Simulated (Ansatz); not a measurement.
Compare A (`CC1=C[SiH2]1`) with its isomer B (`[SiH3]C1C=C1`).

Isolated molecules relaxed with PBE0-D4/def2-TZVP in Ansatz; ΔE leaves out vibrations. CCSD(T)/CBS is the MP2 limit (def2-TZVPP, def2-QZVPP) plus CCSD(T) − MP2 in def2-TZVPP, frozen cores. Functionals use def2-TZVPP.

A:

```xyz
10

C    -1.397   -0.447   -0.589
C    -0.061   -0.039   -0.106
C     1.167    0.107   -0.600
Si    1.119    0.525    1.153
H    -1.386   -0.703   -1.652
H    -1.758   -1.311   -0.024
H    -2.121    0.356   -0.429
H     1.632   -0.028   -1.570
H     1.654   -0.391    2.192
H     1.149    1.932    1.625
```

B:

```xyz
10

Si    1.416    0.147    0.315
C    -0.303   -0.559    0.109
C    -1.540    0.310    0.196
C    -1.237   -0.086   -0.985
H     1.854    0.101    1.739
H     2.415   -0.618   -0.484
H     1.419    1.563   -0.143
H    -0.413   -1.601    0.430
H    -2.180    0.859    0.865
H    -1.432   -0.115   -2.043
```

**Question.** Which is lower in electronic energy at CCSD(T)/CBS, and by how much? (Best estimate.)

**Answer.** Computed: A, by 24.8 kcal/mol.

**Question.** Give E(B) − E(A) in kcal/mol with PBE0-D4, CCSD(T)/def2-SVP, CCSD(T)/def2-TZVPP, ωB97M-V, PBE-D4, LDA (SPW92), BLYP-D4. (Estimate.)

**Answer.** Ansatz gave: PBE0-D4 25.9, CCSD(T)/def2-SVP 22.6, CCSD(T)/def2-TZVPP 24.7, ωB97M-V 25.1, PBE-D4 25.5, LDA (SPW92) 26.6, BLYP-D4 24.5. None reverses the order clearly.

**Question.** Does the order hold for the free energy at 298.15 K (harmonic terms from PBE0-D4)? (Estimate.)

**Answer.** Computed: Yes: G(B) − G(A) = +22.0 kcal/mol.

Largest T1 diagnostic: 0.012.

Leaving LDA and LC-ωPBE aside and taking each functional with its dispersion term where it has one, the values, not all of them listed here, spread over 3.2 kcal/mol, from ωB97X-V to B97M-V. LDA lies +1.0 kcal/mol from PBE without D4. From BLYP to BHLYP (50 % exact exchange), in def2-TZVPP and without D4, E(B) − E(A) moves by +0.9 kcal/mol.
